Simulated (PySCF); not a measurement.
C$_{2}$H$_{5}$ (SMILES [CH2]C), doublet, at a GFN2-xTB geometry; CCSD(T)/cc-pVDZ (PySCF).

Input for PySCF:
```python
from pyscf import gto, scf, cc

mol = gto.M(
    atom='''
C    -0.026147   -0.685649   -0.014718
C     0.009148    0.784300    0.016539
H     0.988175   -1.110004   -0.015687
H    -0.530880   -1.086909    0.864356
H    -0.521552   -1.050091   -0.914004
H     0.109216    1.306098    0.947834
H     0.057037    1.348999   -0.893424
''',
    basis='cc-pvdz',
    charge=0,
    spin=1,
    verbose=4,
)

mf = scf.UHF(mol)
mf.kernel()

mycc = cc.CCSD(mf)
mycc.iterative_damping = 0.8
mycc.kernel()
et = mycc.ccsd_t()
print('E(CCSD(T)) = %.10f' % (mycc.e_tot + et))
mf.analyze()
```

The log (banner, timings and long lists left out):

```
PySCF version 2.14.0

[INPUT] verbose = 4
[INPUT] num. atoms = 7
[INPUT] num. electrons = 17
[INPUT] charge = 0
[INPUT] spin (= nelec alpha-beta = 2S) = 1
[INPUT] symmetry False subgroup None
[INPUT] Mole.unit = angstrom
[INPUT] Symbol           X                Y                Z      unit          X                Y                Z       unit  Magmom
[...]
nuclear repulsion = 37.2771759490944
number of shells = 25
number of NR pGTOs = 87
number of NR cGTOs = 53
basis = cc-pvdz
ecp = {}

******** <class 'pyscf.scf.uhf.UHF'> ********
method = UHF
initial guess = minao
damping factor = 0
level_shift factor = 0
DIIS = <class 'pyscf.scf.diis.CDIIS'>
diis_start_cycle = 1
diis_space = 8
diis_damp = 0
SCF conv_tol = 1e-09
SCF conv_tol_grad = None
SCF max_cycles = 50
direct_scf = True
direct_scf_tol = 1e-13
number electrons alpha = 9  beta = 8
Set gradient conv threshold to 3.16228e-05
init E= -78.6493599431152

cycle= 1 E= -78.5727679812269  delta_E= 0.0766  |g|= 0.177  |ddm|= 1.53
cycle= 2 E= -78.5993983543098  delta_E= -0.0266  |g|= 0.0572  |ddm|= 0.187
cycle= 3 E= -78.602749921237  delta_E= -0.00335  |g|= 0.0212  |ddm|= 0.0709
cycle= 4 E= -78.6031939743182  delta_E= -0.000444  |g|= 0.00901  |ddm|= 0.025
cycle= 5 E= -78.6033329191353  delta_E= -0.000139  |g|= 0.00347  |ddm|= 0.0174
cycle= 6 E= -78.6033562090968  delta_E= -2.33e-05  |g|= 0.00114  |ddm|= 0.00853
cycle= 7 E= -78.6033588503987  delta_E= -2.64e-06  |g|= 0.000365  |ddm|= 0.00309
cycle= 8 E= -78.6033590780033  delta_E= -2.28e-07  |g|= 0.000148  |ddm|= 0.00082
cycle= 9 E= -78.6033591156051  delta_E= -3.76e-08  |g|= 5.6e-05  |ddm|= 0.000345
cycle= 10 E= -78.6033591214847  delta_E= -5.88e-09  |g|= 2.32e-05  |ddm|= 0.000136
cycle= 11 E= -78.6033591226817  delta_E= -1.2e-09  |g|= 8.45e-06  |ddm|= 6.54e-05
cycle= 12 E= -78.6033591228466  delta_E= -1.65e-10  |g|= 2.85e-06  |ddm|= 2.68e-05
Extra cycle  E= -78.6033591228565  delta_E= -9.82e-12  |g|= 1.76e-06  |ddm|= 4.16e-06
converged SCF energy = -78.6033591228565  <S^2> = 0.76230891  2S+1 = 2.0122713

******** <class 'pyscf.cc.uccsd.UCCSD'> ********
CC2 = 0
CCSD nocc = (np.int64(9), np.int64(8)), nmo = (53, 53)
max_cycle = 50
direct = 0
conv_tol = 1e-07
conv_tol_normt = 1e-06
diis_space = 6
diis_start_cycle = 0
diis_start_energy_diff = 1e+09
Init t2, MP2 energy = -0.272671763906795
Init E_corr(UCCSD) = -0.272671763909445
cycle = 1  E_corr(UCCSD) = -0.293730580170413  dE = -0.0210588163  norm(t1,t2) = 0.0542465
[...]
E(UCCSD) = -78.91219161666348  E_corr = -0.3088324938070202
E(CCSD(T)) = -78.9194240712
Total Energy =                         -78.603359122856460
[...]
spin_pop of  0 C 3dyz      0.00003
spin_pop of  0 C 3dz^2     0.00007
spin_pop of  0 C 3dxz      0.00002
spin_pop of  0 C 3dx2-y2   -0.00014
spin_pop of  1 C 1s       -0.00000
spin_pop of  1 C 2s        0.07789
spin_pop of  1 C 3s       -0.00100
spin_pop of  1 C 2px       0.93519
spin_pop of  1 C 2py       0.04187
spin_pop of  1 C 2pz       0.04054
spin_pop of  1 C 3px       0.01126
spin_pop of  1 C 3py      -0.00017
spin_pop of  1 C 3pz      -0.00031
spin_pop of  1 C 3dxy      0.00003
spin_pop of  1 C 3dyz      0.00010
spin_pop of  1 C 3dz^2    -0.00061
spin_pop of  1 C 3dxz     -0.00002
spin_pop of  1 C 3dx2-y2   -0.00158
spin_pop of  2 H 1s        0.05988
spin_pop of  2 H 2s        0.00046
spin_pop of  2 H 2px       0.00015
spin_pop of  2 H 2py      -0.00010
spin_pop of  2 H 2pz       0.00000
spin_pop of  3 H 1s        0.01860
spin_pop of  3 H 2s        0.00011
spin_pop of  3 H 2px       0.00001
spin_pop of  3 H 2py      -0.00001
spin_pop of  3 H 2pz       0.00007
spin_pop of  4 H 1s        0.01571
spin_pop of  4 H 2s        0.00008
spin_pop of  4 H 2px       0.00001
spin_pop of  4 H 2py      -0.00000
spin_pop of  4 H 2pz       0.00006
spin_pop of  5 H 1s       -0.05114
spin_pop of  5 H 2s        0.00003
spin_pop of  5 H 2px       0.00064
spin_pop of  5 H 2py       0.00000
spin_pop of  5 H 2pz      -0.00006
spin_pop of  6 H 1s       -0.05127
spin_pop of  6 H 2s        0.00003
spin_pop of  6 H 2px       0.00066
spin_pop of  6 H 2py       0.00000
spin_pop of  6 H 2pz      -0.00007
 ** Mulliken Spin Density (per atom)  **
spin density of  0 C =     -0.09705
spin density of  1 C =      1.10319
spin density of  2 H =      0.06040
spin density of  3 H =      0.01878
spin density of  4 H =      0.01586
spin density of  5 H =     -0.05052
spin density of  6 H =     -0.05066
 ** Mulliken pop alpha/beta on meta-lowdin orthogonal AOs **
 ** Mulliken pop       alpha | beta **
In total             9.00000 | 8.00000
 ** Mulliken atomic charges   ( Nelec_alpha | Nelec_beta ) **
charge of  0C =     -0.23984  (     3.07139      3.16844 )
charge of  1C =     -0.19591  (     3.64955      2.54636 )
charge of  2H =      0.08382  (     0.48829      0.42789 )
charge of  3H =      0.08616  (     0.46631      0.44753 )
charge of  4H =      0.08619  (     0.46483      0.44897 )
charge of  5H =      0.08957  (     0.42995      0.48047 )
charge of  6H =      0.09000  (     0.42967      0.48033 )
Dipole moment(X, Y, Z, Debye):  0.08481, -0.15225, -0.00483
```
